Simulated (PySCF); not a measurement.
Electron correlation in As²⁺ (arsenic, charge +2)

[Ar] 3d10 4s2 4p1, 2P determinant. All numbers are calculated (PySCF 2.14, scalar relativity through the core potential, in cc-pVTZ-PP with ECP10MDF). Frozen: 3s2 3p6 3d10; 3 electrons correlated.

MP2 pair energies summed by pair of shells (mhartree):

| pair | energy | share (%) |
| --- | --- | --- |
| 4s-4s | -22.40 | 55.5 |
| 4s-4p | -17.92 | 44.5 |

Total MP2 correlation energy: -40.32 mhartree.

Same-spin part -2.64 and opposite-spin part -37.68 mhartree; SCS-MP2 scales them by 1/3 and 6/5 to -46.10 mhartree.

```
  level  correlation energy (mhartree)
   CCSD                         -54.54
    (T)                          -0.72
CCSD(T)                         -55.26
```

Diagnostics: T1 = 0.0087, D1 = 0.0199, largest double amplitude 0.095.

Cost of the coupled-cluster step: 0.54 s of wall time on 1 thread of Neoverse-N1 (shared host), for 3 correlated electrons.
